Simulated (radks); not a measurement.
Q: Coherent X-ray form factor from a spherical all-electron density. All-electron calculation, Dirac Kohn-Sham, exchange-only PBE, spin-unpolarised, spherical densities, finite nucleus; Fermi nuclear charge, rms radius of each element as measured or else 0.836 A^(1/3) + 0.57 fm. Program: a radial shooting solver on a logarithmic mesh with Libxc functionals.

sin(theta)/lambda (1/angstrom)  f0 (electrons)
0.05                                    62.438
0.1                                     60.830
0.15                                    58.390
0.2                                     55.402
0.25                                    52.155
0.3                                     48.886
0.4                                     42.849
0.5                                     37.784
0.6                                     33.583
0.8                                     26.996
1                                       22.242
1.25                                    18.353
1.5                                     15.901
2                                       12.390

The species is in the configuration that NIST lists as its ground one. Which atom or ion scatters so?

A: The holmium ion Ho4+, [Xe] 4f9. Extrapolating in s^2 from the first two rows gives f0(0) = 63.0, near the electron count 63; among species with that count, the fall with angle is slower the higher Z, and the table is that of Z = 67; from so few rows the species is fixed only to a neighbour or two.
